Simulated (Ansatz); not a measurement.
Ansatz (an electronic-structure program) input (PBE0/STO-3G):

Ansatz 0.2 input:
```yaml
crystal:
  periodic: [false, false, false]
  atoms:
    - {symbol: C, position_ang: [-2.71302908, -0.14119374, -0.34216497]}
    - {symbol: C, position_ang: [-1.32114851, 0.32373894, 0.07267569]}
    - {symbol: C, position_ang: [-0.21126310, -0.62704639, -0.42065810]}
    - {symbol: C, position_ang: [1.16182687, -0.23128882, -0.00617547]}
    - {symbol: C, position_ang: [1.86354528, 0.93366433, -0.61266889]}
    - {symbol: O, position_ang: [1.39705449, -0.47235889, 1.33476225]}
    - {symbol: H, position_ang: [-2.93160301, -1.13210544, 0.06318649]}
    - {symbol: H, position_ang: [-3.48619980, 0.54220656, 0.01426908]}
    - {symbol: H, position_ang: [-2.79977304, -0.20378634, -1.42995602]}
    - {symbol: H, position_ang: [-1.25917333, 0.39700668, 1.16106849]}
    - {symbol: H, position_ang: [-1.13605635, 1.32818361, -0.31962347]}
    - {symbol: H, position_ang: [-0.24955618, -0.68321448, -1.51266068]}
    - {symbol: H, position_ang: [-0.41898849, -1.63305529, -0.04240783]}
    - {symbol: H, position_ang: [1.50820871, 1.89600958, -0.20870487]}
    - {symbol: H, position_ang: [1.71039389, 0.95571914, -1.69218144]}
    - {symbol: H, position_ang: [2.94332876, 0.89107132, -0.43334368]}
    - {symbol: H, position_ang: [2.26339420, -0.12641007, 1.57620648]}
basis:
  gaussian:
    orbitals: STO-3G
hamiltonian:
  xc: {name: PBE0}
magnetization: {spin_polarized: true, initial_magnetization: 1}
```

End of the output:

```
integrals: 0.01 GiB planned
583 factors; integrals over basis functions are off by at most 4.7e-5 eV
0.09 GiB of the device are held for the grids
0.10 GiB of device memory are held for the factors and their scratch space
mean field: 0.18 GiB planned
mean field evaluation 1: about -7309.5089 eV, gradient 7.4e0 eV
mean field evaluation 2: about -7309.7591 eV, gradient 5.8e0 eV
mean field evaluation 4: about -7309.9531 eV, gradient 3.0e-1 eV
mean field evaluation 8: about -7309.9195 eV, gradient 4.3e-2 eV
mean field -7309.91948066 eV, -268.6345860730 hartree, gradient 5.4e-5 eV, S^2 0.752474; 0 other end points of the search recorded, 0 dependent functions left out
reference -7309.91950258 eV, -268.6345868783 hartree; 25, 24 occupied and 16, 17 virtual orbitals, 583 factors
Total energy: -7309.91950258 eV, -268.6345868783 hartree
```

It need not be the lowest isomer of its formula.
